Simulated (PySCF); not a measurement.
[MoO3F]- (charge -1 and singlet state).
SMILES: `[O]=[Mo-](=[O])(=[O])[F]`

Method: TDDFT PBE0/def2-SVPD, vertical, gas phase, core orbitals frozen in the response, def2 core potentials past Kr (PySCF). Geometry: PBE0-D3(BJ)/def2-SVP; no solvent, vibrations or thermal averaging. Spin–orbit coupling is left out. The geometry's basis has no diffuse functions, a weakness for an anion.

```csv
state,λ (nm),E (eV),f,|μ| (D),symmetry,"main configurations (H = HOMO, L = LUMO)"
S1,243.4,5.09,0.0007,0.19,–,"H→L/L+1 (≥71%), H-2/H-1→L/L+1 (≥21%)"
S2,243.3,5.10,0.0007,0.19,–,"H→L/L+1 (≥70%), H-2/H-1→L/L+1 (≥22%)"
S3,228.5,5.43,0.0051,0.50,A1,H-2/H-1→L/L+1 (98%)
S4,228.3,5.43,0.0000,0.01,–,H-2/H-1→L/L+1 (97%)
S5,221.0,5.61,0.0073,0.59,E,"H-3→L/L+1 (≥27%), H→L/L+1 (≥21%), H-2/H-1→L/L+1 (≥20%)"
S6,220.9,5.61,0.0076,0.60,E,"H-3→L/L+1 (≥27%), H→L/L+1 (≥20%), H-2/H-1→L/L+1 (≥20%)"
S7,207.1,5.99,0.0000,0.00,–,"H→L+2 (74%), H→L+3 (16%), H→L+6 (9%)"
S8,203.6,6.09,0.0027,0.34,E,"H-3→L/L+1 (≥45%), H-2/H-1→L+2 (≥25%), H-2/H-1→L+3 (≥9%)"
S9,203.4,6.10,0.0027,0.34,E,"H-3→L/L+1 (≥44%), H-2/H-1→L+2 (≥26%), H-2/H-1→L+3 (≥9%)"
```

Triplets (Tamm–Dancoff): T1 4.74 eV, H→L/L+1 (≥92%); T2 4.75 eV, H→L/L+1 (≥92%); T3 4.86 eV, H-2/H-1→L/L+1 (≥92%); T4 4.87 eV, H-2/H-1→L/L+1 (≥62%), H-3→L/L+1 (≥11%).

The lowest singlet level (S1/S2) lies at 5.09 eV (243 nm, ultraviolet) and is very weak. The most intense listed level is S5/S6 at 5.61 eV (221 nm, f = 0.015 summed), 0.52 eV above S1. S1/S2, S3/S4, S5/S6 and S8/S9 lie within about 0.01 eV of each other in each set; the point group C3v has degenerate representations, and within a degenerate level the listed configurations can mix freely. For S1 the Löwdin share of molybdenum is at most 3% in HOMO and 58% in LUMO (ligand-to-metal charge transfer by this measure). Orbital energies (eV): HOMO-3 -4.23, HOMO-2 -3.74, HOMO-1 -3.74, HOMO -3.51, LUMO 3.57, LUMO+1 3.57, LUMO+2 3.83. Of the 9 states listed, none reaches f = 0.01 and 2 stay under 0.0005. No detachment energy is given for this anion; states above it aren't bound, and a finite basis only mimics them. Symmetry labels in C3v follow from the direction of the transition dipole and are given only for states with f of 0.002 or more. Orbitals of the list HOMO-3 to LUMO+2 that lie within 0.01 eV of each other are written together with a slash and their weights summed (≥ marks a lower bound); for degenerate orbitals outside that list single weights are arbitrary. Singlets were solved by full linear response, triplets in the Tamm–Dancoff approximation. The highest level found (6.47 eV, f 0.048 so far) is left out, since the window may have cut off a degenerate partner.
